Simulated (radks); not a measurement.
Results of a calculation; reference values are marked as such.
Valence configurations of Tm I (all share [Xe]). Code: a radial shooting solver on a logarithmic mesh with Libxc functionals. Model: Dirac Kohn-Sham, LDA (Slater exchange, Perdew-Wang correlation), spin-unpolarised, spherical densities, finite nucleus; open shells are shared between the two j in proportion to 2j + 1; Fermi nuclear charge, rms radius 5.2256 fm. Energies are relative to 4f13 6s2; eigenvalues in eV.

[
 {"valence": "4f13 6s2", "E (eV)": "0.000", "e(4f5/2)": "-3.997", "e(4f7/2)": "-2.798", "e(5d3/2)": "-", "e(5d5/2)": "-", "e(6p1/2)": "-"},
 {"valence": "4f13 5d0.5 6s1.5", "E (eV)": "1.546", "e(4f5/2)": "-3.708", "e(4f7/2)": "-2.509", "e(5d3/2)": "-0.984", "e(5d5/2)": "-0.805", "e(6p1/2)": "-"},
 {"valence": "4f12 5d1 6s2", "E (eV)": "4.893", "e(4f5/2)": "-10.444", "e(4f7/2)": "-9.174", "e(5d3/2)": "-2.336", "e(5d5/2)": "-2.023", "e(6p1/2)": "-"},
 {"valence": "4f13 6s1.5 6p0.5", "E (eV)": "1.447", "e(4f5/2)": "-4.791", "e(4f7/2)": "-3.591", "e(5d3/2)": "-", "e(5d5/2)": "-", "e(6p1/2)": "-1.745"},
 {"valence": "4f13 6p2", "E (eV)": "6.135", "e(4f5/2)": "-6.931", "e(4f7/2)": "-5.730", "e(5d3/2)": "-", "e(5d5/2)": "-", "e(6p1/2)": "-2.619"},
 {"valence": "4f13.5 5d1 6s0.5", "E (eV)": "4.231", "e(4f5/2)": "-1.363", "e(4f7/2)": "-0.200", "e(5d3/2)": "-0.756", "e(5d5/2)": "-0.642", "e(6p1/2)": "-"},
 {"valence": "4f12 6s2 6p1", "E (eV)": "6.218", "e(4f5/2)": "-13.659", "e(4f7/2)": "-12.386", "e(5d3/2)": "-", "e(5d5/2)": "-", "e(6p1/2)": "-2.542"},
 {"valence": "4f12 5d1 6p2", "E (eV)": "11.754", "e(4f5/2)": "-13.172", "e(4f7/2)": "-11.900", "e(5d3/2)": "-4.474", "e(5d5/2)": "-4.104", "e(6p1/2)": "-2.830"}
]

NIST lists [Xe] 4f13 6s2 as the ground configuration; this level of theory agrees among the configurations tried. The energies are those of spherical spin-averaged densities, not of single terms. No valid solution was reached for [Xe] 4f14 6s1; [Xe] 4f13.5 6s1.5.
